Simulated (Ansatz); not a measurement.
Geometry optimisation, RHF/def2-SVP (Ansatz 0.2.0).

input.yaml

```yaml
crystal:
  periodic: [false, false, false]
  atoms:
    - { symbol: Ge, position_ang: [0.314824, -0.249115, -0.566863] }
    - { symbol: H, position_ang: [-1.289006, -0.638531, 1.648857] }
    - { symbol: H, position_ang: [1.188524, -0.310714, -1.825244] }
    - { symbol: C, position_ang: [-0.426397, 1.535923, -0.32022] }
    - { symbol: H, position_ang: [-1.249168, 1.531127, 0.393352] }
    - { symbol: H, position_ang: [0.348764, 2.210778, 0.043037] }
    - { symbol: H, position_ang: [-0.793842, 1.902545, -1.279209] }
    - { symbol: H, position_ang: [-0.723501, -1.369338, -0.608709] }
    - { symbol: Cl, position_ang: [1.699824, -0.683718, 1.097516] }
    - { symbol: H, position_ang: [-0.700622, -0.704558, 2.040883] }
basis:
  gaussian: { orbitals: def2-SVP }
hamiltonian:
  xc: hf
relax:
  f_tol: 0.03
  max_steps: 50
```

Run as:

```bash
$ ansatz run input.yaml --threads 2 --pin off --max-ram 3072MiB --backend cpu --events-out ev --progress --plain --runs-dir out
```

**Question.** Where does it end, and by what steps?

**Answer.** The forces met the threshold. The force dipped under the threshold on the way, but the program's further checks kept it going. After 14 steps the energy has fallen by 0.262 eV; H2 moved furthest, 1.49 Å.

```json
{"step": "0", "energy less start (eV)": "0.0000", "largest force component (eV/Å)": "1.463", "accepted": "yes"}
{"step": "1", "energy less start (eV)": "-0.1369", "largest force component (eV/Å)": "0.184", "accepted": "yes"}
{"step": "2", "energy less start (eV)": "-0.1940", "largest force component (eV/Å)": "0.143", "accepted": "yes"}
{"step": "3", "energy less start (eV)": "-0.2268", "largest force component (eV/Å)": "0.101", "accepted": "yes"}
{"step": "4", "energy less start (eV)": "-0.2429", "largest force component (eV/Å)": "0.040", "accepted": "yes"}
{"step": "5", "energy less start (eV)": "-0.2158", "largest force component (eV/Å)": "0.465", "accepted": "no"}
{"step": "6", "energy less start (eV)": "-0.2494", "largest force component (eV/Å)": "0.026", "accepted": "yes"}
{"step": "7", "energy less start (eV)": "-0.2529", "largest force component (eV/Å)": "0.137", "accepted": "yes"}
{"step": "8", "energy less start (eV)": "-0.2547", "largest force component (eV/Å)": "0.216", "accepted": "yes"}
{"step": "9", "energy less start (eV)": "-0.2554", "largest force component (eV/Å)": "0.270", "accepted": "yes"}
{"step": "10", "energy less start (eV)": "-0.2585", "largest force component (eV/Å)": "0.011", "accepted": "yes"}
{"step": "11", "energy less start (eV)": "-0.2594", "largest force component (eV/Å)": "0.026", "accepted": "yes"}
{"step": "12", "energy less start (eV)": "-0.2604", "largest force component (eV/Å)": "0.199", "accepted": "yes"}
{"step": "13", "energy less start (eV)": "-0.2612", "largest force component (eV/Å)": "0.073", "accepted": "yes"}
{"step": "14", "energy less start (eV)": "-0.2617", "largest force component (eV/Å)": "0.008", "accepted": "yes"}
```

```xyz
10
Properties=species:S:1:pos:R:3
Ge 0.497 -0.130 -0.870
H -1.848 -1.043 2.966
H 1.541 -0.100 -1.987
C -0.308 1.615 -0.553
H -0.998 1.564 0.289
H 0.465 2.350 -0.328
H -0.857 1.943 -1.438
H -0.542 -1.221 -1.129
Cl 1.560 -0.712 0.947
H -1.140 -1.042 2.726
```

Whether the end is a true minimum wasn't checked by a vibrational analysis.

Run time: 22 s on 2 threads of Arm Neoverse V1, with other jobs on the host, peak memory 0.2 GiB.
